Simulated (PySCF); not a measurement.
# One molecule, several mistakes: BF2HO

Calculated results; nothing here was measured. They come from PySCF 2.14.0, an open-source quantum chemistry program, on an isolated molecule that a program drew, which may never have been made. The molecule is BF2HO (charge 0, singlet), drawn as the SMILES string `OB(F)F`.

Each row is a Hartree-Fock (HF) and frozen-core CCSD(T) single point in the cc-pVDZ basis, meant for a local HF minimum. Run 1 is clean. Each other run has one planted mistake out of seven kinds, and not every kind appears here: one electron removed, one electron added, multiplicity raised by two, geometry at a saddle point, minimal basis STO-3G, one bond length entered in bohr, all coordinates scaled. The reference is restricted for singlets and unrestricted otherwise, and also for a bond in bohr. Adding or removing an electron swaps singlet and doublet. Electrons count all cores. HOMO and LUMO are orbital energies over both spins, the gradient is its largest component, and the lowest frequency (negative if imaginary) is given only where the gradient is small. Bond lengths are over the 4 bonds as drawn. T1 is the CCSD diagnostic: over 0.02 (restricted) or 0.045 (unrestricted) a single reference is doubtful.

Geometry of the clean run:
```xyz
5
BF2HO, angstrom
O     0.6313   -1.5899    0.8015
B     0.7782   -0.5084    1.5678
F     1.6653    0.4358    1.2868
F     0.0311   -0.3530    2.6401
H     1.2128   -1.6102    0.0556
```

| run | electrons | basis functions | <S^2> | HOMO (eV) | LUMO (eV) | gradient (hartree/bohr) | lowest frequency (cm^-1) | mean bond (Å) | longest bond (Å) | T1 | HF (hartree) | CCSD(T) (hartree) | mistake |
|---|---|---|---|---|---|---|---|---|---|---|---|---|---|
| 1 | 32 | 61 | 0.000 | -15.24 | 4.78 | 7.7e-06 | 476 | 1.2303 | 1.334 | 0.0122 | -299.20810 | -299.86640 | no fault |
| 2 | 32 | 61 | 0.804 | -13.60 | 1.46 | 2.9e-02 | - | 1.4407 | 1.788 | 0.0573 | -299.06874 | -299.71736 | one bond length entered in bohr |
| 3 | 32 | 21 | 0.000 | -11.37 | 9.98 | 3.5e-02 | - | 1.2303 | 1.334 | 0.0136 | -295.03544 | -295.17276 | minimal basis STO-3G |
| 4 | 33 | 61 | 0.751 | 3.87 | 11.14 | 1.0e-01 | - | 1.2303 | 1.334 | 0.0214 | -299.04826 | -299.71871 | ? |
| 5 | 32 | 61 | 0.000 | -15.44 | 5.32 | 1.4e-01 | - | 1.1233 | 1.218 | 0.0100 | -299.14687 | -299.78889 | ? |

**Which mistake was planted in run 4, and what did it cost?**

It counts 33 electrons, one more than the clean run, at the same geometry and basis. So the mistake is: one electron added. Subtracting run 1 and multiplying by 627.51 kcal/mol a hartree, the energy moved by 100.3 kcal/mol in HF and 92.7 kcal/mol in CCSD(T).

**Which mistake was planted in run 5, and what did it cost?**

The mean and the longest bond both change by the same factor, 0.913, and the gradient is no longer small. So the mistake is: all coordinates scaled. Subtracting run 1 and multiplying by 627.51 kcal/mol a hartree, the energy moved by 38.4 kcal/mol in HF and 48.6 kcal/mol in CCSD(T).

Cautions from the logs. Run 2: T1 is over the limit, so its CCSD(T) energy is less reliable; run 4: the HOMO is above zero, so the electron isn't bound and the energy depends on the basis.
